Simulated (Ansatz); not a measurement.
Other settings, tried on Si₅O₄ (the lowest singlet isomer of a short search).

```yaml
crystal:
  periodic: [false, false, false]
  atoms:
    - {symbol: Si, position_ang: [1.377125, 0.740569, 1.670346]}
    - {symbol: Si, position_ang: [0.503233, 1.459639, -0.567954]}
    - {symbol: Si, position_ang: [-1.070153, 0.150062, -2.016677]}
    - {symbol: Si, position_ang: [-1.936671, -0.040669, 1.020377]}
    - {symbol: Si, position_ang: [1.336633, -1.699808, -0.343304]}
    - {symbol: O, position_ang: [-0.428743, 0.878883, 0.979428]}
    - {symbol: O, position_ang: [1.672773, -0.892294, 1.084469]}
    - {symbol: O, position_ang: [-2.073113, -0.268681, -0.632699]}
    - {symbol: O, position_ang: [0.618907, -0.327699, -1.193976]}
basis:
  gaussian: {orbitals: def2-TZVP}
hamiltonian: {xc: {name: B97}}
scf: {omitted_lower_state_checks: [starts]}
output: {forces: true}
```

```sh
$ ansatz run in.yaml --threads 4 --pin off --events-out ev --progress --plain --max-ram 4787MiB
```

Output, abridged:

```
Functional definition: B97
1909 factors; their error is unknown
mean field evaluation 1: about -47556.4403 eV, gradient 1.1e2 eV
mean field evaluation 2: about -47396.5637 eV, gradient 2.8e2 eV
mean field evaluation 4: about -47576.6448 eV, gradient 1.5e1 eV
mean field evaluation 8: about -47577.1059 eV, gradient 1.3e-1 eV
mean field evaluation 16: about -47577.2428 eV, gradient 1.8e-3 eV
mean field -47577.24276016 eV, -1748.4314224224 hartree, gradient 4.8e-5 eV, S^2 0.000000; 0 other end points of the search recorded, 0 dependent functions left out
reference -47577.24278677 eV, -1748.4314234003 hartree; 51, 51 occupied and 258, 258 virtual orbitals, 1909 factors
Total energy: -47577.24278677 eV, -1748.4314234003 hartree
Atom 0 at     1.377125     0.740569     1.670346 Å, force    -0.291091    -0.682379    -0.561451 eV/Å
Atom 1 at     0.503233     1.459639    -0.567954 Å, force    -0.255920    -0.744731     0.290716 eV/Å
Atom 2 at    -1.070153     0.150062    -2.016677 Å, force    -0.015462    -0.206399     0.904803 eV/Å
Atom 3 at    -1.936671    -0.040669     1.020377 Å, force     0.724745     0.370957    -1.128371 eV/Å
Atom 4 at     1.336633    -1.699808    -0.343304 Å, force    -0.149453     1.300169     0.480665 eV/Å
Atom 5 at    -0.428743     0.878883     0.979428 Å, force    -0.160003    -0.201701    -0.020198 eV/Å
Atom 6 at     1.672773    -0.892294     1.084469 Å, force    -0.199188     0.111870    -0.470986 eV/Å
Atom 7 at    -2.073113    -0.268681    -0.632699 Å, force     0.321354     0.243700     0.330837 eV/Å
Atom 8 at     0.618907    -0.327699    -1.193976 Å, force     0.025019    -0.191487     0.173985 eV/Å
Dipole moment:    -0.011722    -0.034164     0.013366 e Å
Checks for a lower state left out: starts
```

It took 29 s on 4 threads of Arm Neoverse V1 on a shared host, peak host memory 1.6 GiB.

The restricted singlet is unstable towards broken spin symmetry in Hartree–Fock (as tested in another run); at RKS B97/def2-TZVP this wasn't settled.
